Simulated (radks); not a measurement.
Problem. The table gives one normalised radial function P(r) = r R(r) of Cd2+ in [Kr] 4d10 (r in bohr). Method: scalar-relativistic Kohn-Sham, exchange-only LDA, spin-polarised, spherical densities, finite nucleus; Fermi nuclear charge, rms radius 4.6087 fm; computed with a radial shooting solver on a logarithmic mesh with Libxc functionals.

r,P
0.004978,0.0597
0.006587,0.0711
0.008785,0.0822
0.01162,0.0901
0.0155,0.0917
0.02051,0.0822
0.02736,0.0557
0.0362,0.0104
0.04828,-0.0530
0.06388,-0.1160
0.0852,-0.1511
0.1127,-0.1199
0.1504,-0.0049
0.1989,0.1452
0.2632,0.2273
0.3511,0.1334
0.4645,-0.1134
0.6196,-0.3322
0.8198,-0.2902
1.093,0.0450
1.447,0.4547
1.93,0.7110
2.553,0.6846
3.405,0.4476
4.505,0.1979
6.009,0.0520
7.951,0.0077

Which n and l does it have? It may be an empty orbital.

Solution. n = 5, l = 0: the number of nodes gives n - l - 1 = 4, the rise at small r (about r^(l+1), flatter next to the nucleus through relativity) gives l, and the extent must fit the shell. The curve is that of 5s. 5s (empty): eigenvalue -20.528 eV, 4 radial nodes at r = 0.0381, 0.152, 0.413, 1.06 bohr, <r> = 2.47 bohr, 90 % of the charge inside 3.60 bohr.
